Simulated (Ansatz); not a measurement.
`O=[CH][GaH2]` + CH₃NH₂ → `C[NH][GaH2]` + `C=O`  (ligand exchange at a Ga–C bond)

Calculated with Ansatz (gas phase, PBE0-D4/def2-TZVP geometries, no zero-point term in ΔE). CBS: MP2 limit from def2 TZ/QZ plus the TZ coupled-cluster correction, frozen cores. This one scheme is used for every species. Functionals use def2-TZVPP. For Ga outer-core shells are correlated without core-valence functions, which leaves a few kJ/mol of doubt a bond. Scalar relativity is left out up to krypton.

`O=[CH][GaH2]`:

Cartesian coordinates in Å:
```
O -0.820 1.051 1.261
C -0.945 0.442 0.222
Ga 0.775 -0.452 -0.325
H -1.936 0.441 -0.289
H 1.102 -1.864 0.267
H 1.824 0.382 -1.135
```

CH₃NH₂:

```xyz
7

C     0.535    0.186   -0.044
N    -0.829   -0.266   -0.257
H     0.860    0.225    1.006
H     0.654    1.187   -0.467
H     1.222   -0.470   -0.582
H    -1.484    0.336    0.225
H    -0.959   -1.197    0.119
```

`C[NH][GaH2]`:

```xyz
9

C     0.233    1.234   -0.237
N     0.546   -0.140    0.074
Ga   -0.609   -1.526    0.266
H    -0.847    1.350   -0.350
H     0.695    1.566   -1.174
H     0.554    1.924    0.554
H     1.534   -0.304    0.188
H     0.015   -2.916    0.605
H    -2.122   -1.189    0.073
```

`C=O`:

Cartesian coordinates in Å:
```
C -0.002 -0.004 0.001
O 0.527 1.060 -0.126
H -0.694 -0.221 0.839
H 0.170 -0.835 -0.713
```

| level | ΔE (kcal/mol) | difference from CCSD(T)/CBS |
| --- | --- | --- |
| LDA (SPW92) | -19.1 | 1.0 |
| PBE-D4 | -17.3 | 2.8 |
| r2SCAN-D4 | -18.5 | 1.6 |
| r2SCAN0-D4 | -18.9 | 1.2 |
| BHLYP-D4 | -19.5 | 0.6 |
| ωB97X-V | -18.7 | 1.4 |
| B2PLYP | -19.5 | 0.6 |
| PBE | -16.8 | 3.3 |
| r2SCAN0 | -18.8 | 1.3 |
| CAM-B3LYP | -19.0 | 1.1 |
| LC-ωPBE | -18.5 | 1.6 |
| MP2/def2-SVP | -23.5 | -3.4 |
| SCS-MP2/def2-TZVPP | -21.0 | -0.9 |
| HF/def2-QZVPP | -19.0 | 1.1 |
| HF/CBS(def2) | -19.0 | 1.1 |
| CCSD/CBS(def2) | -20.0 | 0.1 |
| CCSD(T)/CBS | -20.1 | 0 |

Largest T1 diagnostic among the species: 0.017.

In def2-TZVPP, CCSD(T) changes the Hartree–Fock value by −1.2 kcal/mol (the triples alone add −0.1 kcal/mol) and MP2 by −2.4 kcal/mol. At CCSD(T), def2-SVP lies −2.6 kcal/mol from the extrapolated value and def2-TZVPP −0.1 kcal/mol. Leaving LDA and LC-ωPBE aside and taking each functional with its dispersion term where it has one, the values, not all of them listed here, spread over 2.4 kcal/mol, from PBE-QIDH to revPBE-D4. LDA lies −2.3 kcal/mol from PBE without D4.
